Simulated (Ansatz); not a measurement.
Reactions of CH7FO2Si2 (`O[SiH](O)C[SiH2]F`).

Gas-phase electronic energies from Ansatz, PBE0-D4/def2-TZVP geometries. CCSD(T)/CBS is the MP2 limit (def2-TZVPP, def2-QZVPP) plus CCSD(T) − MP2 in def2-TZVPP, frozen cores. This one scheme is used for every species. One conformer a species, not always the lowest.

| reaction | HF/CBS(def2) (kJ/mol) | CCSD(T)/CBS(def2) (kJ/mol) |
| --- | --- | --- |
| `O[SiH](O)C[SiH2]F` + HCl → `O[SiH](O)CCl` + `F[SiH3]` | 83 | 99 |
| `O[SiH](O)C[SiH2]F` + `NCF` → `FCN[SiH2]F` + `C[SiH](O)O` | -55 | -43 |
| `O[SiH](O)C[SiH2]F` + `C[SiH](Cl)Cl` → `O[SiH](O)C[SiH](Cl)Cl` + `C[SiH2]F` | 4 | 0 |
| `O[SiH](O)C[SiH2]F` + CH₃OH → `CO[SiH2]F` + `C[SiH](O)O` | -115 | -93 |
| `O[SiH](O)C[SiH2]F` + H₂O → `O[SiH2]C[SiH](O)O` + H–F | 57 | 45 |

Largest T1 diagnostic: 0.011, for `FCN[SiH2]F`.
